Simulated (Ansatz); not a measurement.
Steps of a relaxation of C$_{3}$H$_{6}$BClO$_{2}$ (`CB(Cl)OC(C)=O`) with RKS PBE0-D4/def2-TZVP.

```sh
$ ansatz run in.yaml --threads 2 --pin off --events-out ev --progress --plain --max-ram 22528MiB --backend cuda --devices 0, --max-vram 18GiB
```

```yaml
crystal:
  periodic: [false, false, false]
  atoms:
    - {symbol: C, position_ang: [0.332300, -0.370990, -2.156710]}
    - {symbol: B, position_ang: [0.388960, -1.150490, -0.786090]}
    - {symbol: Cl, position_ang: [0.780680, -2.825230, -0.719690]}
    - {symbol: O, position_ang: [0.139660, -0.621990, 0.452870]}
    - {symbol: C, position_ang: [-0.170390, 0.661240, 0.764870]}
    - {symbol: C, position_ang: [-0.500370, 0.790050, 2.223360]}
    - {symbol: O, position_ang: [-0.175110, 1.552230, -0.033080]}
    - {symbol: H, position_ang: [-0.594630, 0.192600, -2.250160]}
    - {symbol: H, position_ang: [0.431120, -1.022650, -3.020110]}
    - {symbol: H, position_ang: [1.127710, 0.372170, -2.202410]}
    - {symbol: H, position_ang: [-0.612490, 1.836980, 2.487050]}
    - {symbol: H, position_ang: [0.282600, 0.326720, 2.818770]}
    - {symbol: H, position_ang: [-1.430050, 0.259350, 2.421340]}
basis:
  gaussian: {orbitals: def2-TZVP}
hamiltonian: {xc: pbe0, dispersion: d4}
relax: {f_tol: 0.005, max_steps: 150}
```

Positions (Å) and forces (eV/Å) along the path, 12 of 27 steps:

```xyz
13
step=1 energy=-20495.4550 eV
C     0.332   -0.371   -2.157   -0.046   -0.333    0.420
B     0.389   -1.150   -0.786   -0.189    1.090   -0.795
Cl    0.781   -2.825   -0.720    0.250   -0.988   -0.035
O     0.140   -0.622    0.453   -0.025   -0.168    0.376
C    -0.170    0.661    0.765   -0.092    0.477   -0.050
C    -0.500    0.790    2.223    0.098    0.055   -0.314
O    -0.175    1.552   -0.033    0.007   -0.079    0.159
H    -0.595    0.193   -2.250   -0.105    0.103    0.060
H     0.431   -1.023   -3.020    0.040   -0.176   -0.025
H     1.128    0.372   -2.202    0.109    0.137    0.076
H    -0.612    1.837    2.487   -0.010    0.054   -0.018
H     0.283    0.327    2.819    0.051   -0.076    0.090
H    -1.430    0.259    2.421   -0.087   -0.097    0.057
13
step=3 energy=-20495.4941 eV
C     0.316   -0.372   -2.140    0.077   -0.006   -0.004
B     0.395   -1.144   -0.797   -0.183    0.079    0.018
Cl    0.800   -2.860   -0.759    0.042   -0.006    0.021
O     0.137   -0.631    0.456    0.058   -0.110   -0.023
C    -0.155    0.669    0.760    0.040    0.080    0.001
C    -0.502    0.797    2.207   -0.033   -0.011   -0.001
O    -0.122    1.562   -0.030    0.006   -0.037    0.001
H    -0.624    0.179   -2.224    0.005   -0.011    0.007
H     0.441   -1.029   -3.001   -0.006    0.019    0.010
H     1.097    0.396   -2.161   -0.013    0.001   -0.023
H    -0.619    1.846    2.467   -0.003   -0.009    0.000
H     0.269    0.328    2.821    0.000    0.010   -0.011
H    -1.434    0.260    2.400    0.011    0.000    0.004
13
step=5 energy=-20495.4959 eV
C     0.313   -0.372   -2.140    0.007    0.005   -0.007
B     0.383   -1.144   -0.797   -0.004    0.011    0.032
Cl    0.810   -2.857   -0.757   -0.004    0.022    0.002
O     0.136   -0.635    0.458    0.008   -0.043   -0.020
C    -0.149    0.668    0.762   -0.008    0.023    0.008
C    -0.503    0.797    2.207   -0.015   -0.007    0.004
O    -0.108    1.560   -0.029    0.020   -0.009   -0.009
H    -0.625    0.181   -2.227   -0.001   -0.001   -0.004
H     0.438   -1.028   -3.001   -0.005    0.003    0.003
H     1.094    0.395   -2.160   -0.006   -0.006   -0.004
H    -0.623    1.846    2.466   -0.003   -0.003   -0.001
H     0.268    0.331    2.823    0.003    0.007   -0.004
H    -1.434    0.257    2.397    0.008   -0.002    0.000
13
step=7 energy=-20495.4976 eV
C     0.293   -0.372   -2.137   -0.017    0.006    0.006
B     0.389   -1.140   -0.792    0.021   -0.047   -0.019
Cl    0.832   -2.849   -0.760    0.002   -0.002   -0.007
O     0.151   -0.639    0.465   -0.005    0.081    0.009
C    -0.107    0.672    0.770    0.009   -0.040   -0.052
C    -0.517    0.796    2.200   -0.034    0.018   -0.019
O    -0.003    1.565   -0.015    0.006   -0.016    0.073
H    -0.643    0.189   -2.207    0.004   -0.002    0.002
H     0.391   -1.033   -2.997   -0.004    0.001    0.004
H     1.080    0.387   -2.180    0.007   -0.001   -0.001
H    -0.675    1.841    2.453    0.000   -0.009   -0.004
H     0.245    0.356    2.845   -0.001    0.001   -0.017
H    -1.436    0.226    2.355    0.013    0.012    0.025
13
step=8 energy=-20495.4985 eV
C     0.274   -0.372   -2.135   -0.025    0.003    0.007
B     0.398   -1.138   -0.790    0.023   -0.058   -0.050
Cl    0.859   -2.842   -0.764    0.006   -0.009   -0.006
O     0.167   -0.640    0.470   -0.013    0.130    0.008
C    -0.072    0.675    0.776    0.042    0.028   -0.093
C    -0.533    0.794    2.193   -0.042    0.023   -0.048
O     0.094    1.572    0.004   -0.038   -0.123    0.180
H    -0.658    0.198   -2.184    0.018   -0.003    0.006
H     0.343   -1.039   -2.994   -0.002    0.014    0.021
H     1.069    0.377   -2.202   -0.003   -0.013    0.001
H    -0.719    1.837    2.441    0.010   -0.033   -0.019
H     0.223    0.373    2.860   -0.024    0.006   -0.027
H    -1.444    0.204    2.324    0.049    0.034    0.019
13
step=10 energy=-20495.5013 eV
C     0.247   -0.371   -2.123    0.010   -0.015    0.014
B     0.419   -1.144   -0.788    0.021   -0.005   -0.054
Cl    0.919   -2.835   -0.782    0.012   -0.033    0.007
O     0.201   -0.648    0.474   -0.018    0.039    0.074
C    -0.034    0.665    0.781   -0.017   -0.017    0.034
C    -0.555    0.794    2.175   -0.019   -0.012    0.025
O     0.185    1.565    0.030    0.017    0.052   -0.029
H    -0.665    0.228   -2.121   -0.029    0.025   -0.020
H     0.257   -1.034   -2.986   -0.013   -0.012   -0.014
H     1.063    0.351   -2.225    0.012    0.004   -0.002
H    -0.747    1.839    2.406    0.010   -0.016   -0.029
H     0.178    0.384    2.873   -0.013   -0.013   -0.004
H    -1.469    0.206    2.285    0.026    0.001   -0.002
13
step=12 energy=-20495.4975 eV rejected
C     0.230   -0.376   -2.127   -0.084    0.059   -0.041
B     0.440   -1.129   -0.787   -0.175    0.010    0.196
Cl    0.960   -2.817   -0.760    0.020    0.063   -0.031
O     0.219   -0.626    0.479    0.076   -0.118   -0.246
C    -0.020    0.682    0.792    0.114   -0.094    0.027
C    -0.569    0.782    2.178    0.067    0.101   -0.158
O     0.230    1.589    0.057   -0.064   -0.037    0.071
H    -0.653    0.273   -2.124    0.092   -0.083    0.092
H     0.175   -1.057   -2.977    0.049    0.003    0.015
H     1.078    0.301   -2.274    0.032    0.008   -0.048
H    -0.762    1.826    2.398   -0.065    0.072    0.136
H     0.149    0.364    2.886    0.013    0.023   -0.023
H    -1.479    0.189    2.258   -0.074   -0.006    0.008
13
step=15 energy=-20495.5040 eV
C     0.209   -0.374   -2.114    0.006    0.018   -0.012
B     0.452   -1.137   -0.784   -0.025    0.011    0.000
Cl    1.010   -2.811   -0.787    0.004    0.013   -0.003
O     0.249   -0.642    0.483    0.022   -0.021    0.002
C     0.020    0.667    0.797   -0.028    0.106   -0.077
C    -0.584    0.789    2.158    0.044   -0.009    0.001
O     0.305    1.574    0.074   -0.010   -0.094    0.074
H    -0.662    0.284   -2.059    0.038   -0.024   -0.007
H     0.116   -1.048   -2.966    0.004    0.026    0.042
H     1.064    0.290   -2.292   -0.038   -0.027   -0.006
H    -0.785    1.833    2.379   -0.003    0.004    0.004
H     0.108    0.375    2.896   -0.014    0.001   -0.007
H    -1.502    0.200    2.215   -0.001   -0.003   -0.011
13
step=17 energy=-20495.5047 eV
C     0.205   -0.374   -2.111   -0.023   -0.014    0.029
B     0.455   -1.135   -0.782    0.013    0.010   -0.006
Cl    1.031   -2.802   -0.789    0.001   -0.008   -0.002
O     0.253   -0.642    0.485   -0.008    0.021    0.015
C     0.022    0.669    0.798    0.013   -0.020    0.006
C    -0.587    0.788    2.155    0.003    0.002    0.008
O     0.316    1.575    0.079   -0.001   -0.002   -0.009
H    -0.653    0.297   -2.049   -0.021    0.016   -0.005
H     0.090   -1.051   -2.956   -0.005   -0.024   -0.018
H     1.066    0.272   -2.309    0.038    0.023   -0.008
H    -0.784    1.832    2.382   -0.001    0.003    0.001
H     0.097    0.365    2.894   -0.006   -0.004   -0.006
H    -1.509    0.206    2.203   -0.003   -0.003   -0.004
13
step=24 energy=-20495.5057 eV
C     0.175   -0.375   -2.098   -0.003   -0.006    0.004
B     0.489   -1.123   -0.774   -0.001   -0.002    0.003
Cl    1.120   -2.771   -0.802    0.000    0.003    0.001
O     0.302   -0.637    0.496    0.001   -0.014   -0.005
C     0.061    0.671    0.810    0.003    0.024   -0.005
C    -0.608    0.785    2.139    0.004   -0.006    0.009
O     0.391    1.578    0.108   -0.003   -0.006    0.002
H    -0.647    0.336   -1.998   -0.003    0.003    0.003
H    -0.026   -1.068   -2.915   -0.001   -0.003   -0.006
H     1.053    0.219   -2.374    0.008    0.005   -0.002
H    -0.780    1.831    2.379   -0.001   -0.003    0.000
H     0.020    0.320    2.902   -0.006    0.002   -0.005
H    -1.552    0.236    2.126    0.002    0.003   -0.001
13
step=26 energy=-20495.5057 eV
C     0.171   -0.377   -2.096    0.007    0.001   -0.003
B     0.495   -1.122   -0.773   -0.012   -0.004    0.004
Cl    1.135   -2.766   -0.801    0.002    0.001    0.000
O     0.309   -0.636    0.498    0.006    0.000   -0.002
C     0.066    0.672    0.811   -0.011    0.002   -0.002
C    -0.609    0.784    2.137    0.004   -0.007    0.008
O     0.396    1.580    0.110    0.004    0.000   -0.001
H    -0.648    0.336   -1.991    0.001   -0.001    0.000
H    -0.038   -1.071   -2.910    0.001    0.002    0.004
H     1.048    0.215   -2.381   -0.004   -0.001    0.000
H    -0.769    1.831    2.384   -0.001   -0.004    0.001
H     0.006    0.304    2.901   -0.005    0.004   -0.006
H    -1.562    0.250    2.112    0.007    0.005   -0.002
13
step=27 energy=-20495.5057 eV
C     0.172   -0.377   -2.096    0.003    0.000   -0.002
B     0.494   -1.122   -0.773    0.000    0.001    0.002
Cl    1.134   -2.766   -0.801    0.000    0.000    0.000
O     0.307   -0.636    0.497    0.000    0.001   -0.003
C     0.064    0.672    0.810    0.000   -0.001    0.004
C    -0.609    0.784    2.138    0.001   -0.003    0.003
O     0.394    1.580    0.109    0.000    0.000   -0.003
H    -0.648    0.336   -1.993    0.001   -0.001   -0.001
H    -0.035   -1.071   -2.911    0.001    0.002    0.003
H     1.049    0.216   -2.379   -0.004   -0.002    0.001
H    -0.769    1.831    2.385   -0.001   -0.002    0.000
H     0.008    0.305    2.900   -0.002    0.002   -0.003
H    -1.561    0.249    2.114    0.003    0.003   -0.001
```

Hardware: 2 threads of an AMD EPYC 7R13 on a shared host and a share of an NVIDIA H100 80 GB. Wall time 33 s, peak host memory 0.94 GiB.
